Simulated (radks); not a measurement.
Problem. The mean radii <r> (bohr) of the occupied orbitals of an atom or ion are listed with their occupations. Method: Dirac Kohn-Sham, LB94 model potential, spin-unpolarised, spherical densities, finite nucleus; Fermi nuclear charge, rms radius of each element as measured or else 0.836 A^(1/3) + 0.57 fm; computed with a radial shooting solver on a logarithmic mesh with Libxc functionals.

orbital  occ.      <r>
1s1/2       2  0.02453
2s1/2       2   0.1031
2p1/2       2  0.08646
2p3/2       4  0.09241
3s1/2       2   0.2507
3p1/2       2   0.2369

Name the element and its charge. Open shells, if any, fill j = l - 1/2 first.

Solution. Z = 58, cerium, charge +44: Ce44+ in [Ne] 3s2 3p2. The 1s radius gives Z: for a bare nucleus <r> = (2 gamma + 1)/(2Z) with gamma = sqrt(1 - (Z/c)^2), 0.02424 bohr for Z = 58, and screening makes it slightly larger (0.02453 here). The occupations add up to 14, and the charge is Z minus that.
